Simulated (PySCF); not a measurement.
Core-level binding energies of `C[Si@@H](O)S`

CH6OSSi.
Geometry (GFN2-xTB, Å), atoms numbered from 1 in this order:
```
atom  x, y, z in Å
C1    -0.9656   -0.9611   -0.1922
Si2    0.2295    0.5002   -0.2578
O3    -0.5466    1.7812    0.3545
S4     1.9663    0.1612    0.9918
H5    -1.9070   -0.6930   -0.6599
H6    -0.5677   -1.8238   -0.7179
H7    -1.1764   -1.2613    0.8309
H8     0.7360    0.7856   -1.5968
H9    -0.0886    2.4983    0.7854
H10    2.3289   -0.9826    0.4394
```

Method used: PySCF, delta-SCF UKS SCAN, pcX-2 on the ionised atom, pcseg-1 elsewhere, spin-free X2C. Vertical ΔSCF values, vacuum level as zero.

List the computed XPS lines with their assignment.

| atom(s) | bonded to | level | binding energy (eV) | 2p1/2 (eV) | count |
| --- | --- | --- | --- | --- | --- |
| S4 | H and Si | S 1s | 2476.88 | – | 1 |
| Si2 | O, S, C and H | Si 1s | 1847.51 | – | 1 |
| O3 | H and Si | O 1s | 538.86 | – | 1 |
| C1 | 3 H and Si | C 1s | 290.32 | – | 1 |
| Si2 | O, S, C and H | Si 2p3/2 | 107.53 | 108.16 | 1 |

Which effective nuclear charge Zeff reproduces each element's mean 1s value in the hydrogen-like formula E = 13.606 eV × Zeff²?

C (Z = 6): mean 290.3 eV, Zeff = 4.62, Z − Zeff = 1.38; O (Z = 8): mean 538.9 eV, Zeff = 6.29, Z − Zeff = 1.71; Si (Z = 14): mean 1847.5 eV, Zeff = 11.65, Z − Zeff = 2.35; S (Z = 16): mean 2476.9 eV, Zeff = 13.49, Z − Zeff = 2.51. Means run over the listed sites, weighted by atom count.

Not every level is listed. For 2p shells one spin-free hole was relaxed; a mean-field spin–orbit operator and the ground-state splitting of the three 2p orbitals were then diagonalised within the shell. The shell's mean is (2 × 2p3/2 + 2p1/2)/3, and the degeneracies 2j + 1 give areas of 2:1. 2p1/2 minus 2p3/2 (ligand field included): Si 0.63 eV. Isolated species at its GFN2-xTB geometry (one conformer only).

On one thread of an Arm Neoverse N1, shared host, this took 63 s of wall time and 0.46 GiB of memory at its peak.
